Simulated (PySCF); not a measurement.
**`CO[C@@H]1[CH2][GeH2][C@H]1F`, C4H9FGeO**

Cartesian coordinates in Å; atom numbers follow the order of the lines, from 1:
```xyz
16

C    -2.4266    0.0699    0.2575
O    -1.2492    0.8399    0.2908
C    -0.0778    0.0781    0.4216
C     1.1421    0.9842    0.6650
Ge    2.2634   -0.2036   -0.4602
C     0.3631   -0.6833   -0.8473
F     0.0002   -2.0141   -0.8366
H    -2.5430   -0.5117    1.1803
H    -2.4359   -0.6197   -0.5934
H    -3.2516    0.7731    0.1633
H    -0.1917   -0.6548    1.2344
H     0.9631    1.9491    0.1932
H     1.3632    1.1505    1.7156
H     3.1175    0.3716   -1.5595
H     3.0263   -1.2790    0.2586
H    -0.0705   -0.2413   -1.7478
```

Computed, not measured: PySCF 2.14.0, TDDFT LC-wPBE/aug-cc-pVDZ circular dichroism and optical rotation, one conformer, gas phase. Geometry: GFN2-xTB.

The molecule is flexible and this is one conformer; a measurement averages over conformers. The calculation is non-relativistic, which matters for the atoms heavier than Zn.

Question: Draw the ECD and absorption spectra from the lowest 8 states, each a Gaussian of half-width 0.35 eV at 1/e height.

Answer: 
```
E (eV)  λ (nm)  Δε (L mol⁻¹ cm⁻¹)  ε (L mol⁻¹ cm⁻¹)
  6.46     192              +0.06               305
  6.56     189              +0.10               638
  6.66     186              +0.07              1140
  6.76     183              -0.12              1740
  6.86     181              -0.59              2290
  6.96     178              -1.37              2670
  7.06     176              -2.32              2900
  7.16     173              -3.37              3170
  7.26     171              -4.77              3800
  7.36     168              -7.10              4950
  7.46     166             -10.68              6490
  7.56     164             -14.71              7960
  7.66     162             -17.31              8880
  7.76     160             -16.76              8950
  7.86     158             -12.93              8260
```
Δε uses R in velocity form, ε uses f in length form. Only the states computed contribute, so the short-wavelength end is incomplete.
